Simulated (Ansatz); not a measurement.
CH$_{4}$SeSn, SMILES `[CH2]1[Se][SnH2]1`, relaxed with RKS PBE0-D4/def2-TZVP in Ansatz 0.2.0 from a PBE-D4/def2-SVP geometry. The force threshold is 0.005 eV/Å; the program also tests the step.

The species carries charge 0 and has multiplicity 1. Sn: def2 effective core potential.

Start:

```xyz
7

C     0.454   -0.837   -0.555
Se    0.686    0.897   -1.569
Sn   -0.488    0.658    0.677
H     1.401   -1.270   -0.190
H    -0.203   -1.565   -1.061
H     0.345    1.292    2.038
H    -2.196    0.826    0.661
```

Q: How much energy does the relaxation release, and in how many steps? (Estimate.)

A: The calculation gave: 1.08 kcal/mol, in 5 steps.

Q: Which bonds change most? (An estimate is asked.)

A: Computed: Se2–Sn3 from 2.545 to 2.498 Å; C1–Sn3 from 2.154 to 2.114 Å; Sn3–H6 from 1.717 to 1.693 Å; Sn3–H7 from 1.717 to 1.693 Å.

Q: Give the relaxed structure. (Estimate.)

A: The calculation gave: 
```xyz
7

C     0.443   -0.829   -0.536
Se    0.676    0.883   -1.547
Sn   -0.476    0.654    0.657
H     1.381   -1.249   -0.192
H    -0.198   -1.539   -1.047
H     0.337    1.270    2.009
H    -2.162    0.811    0.655
```
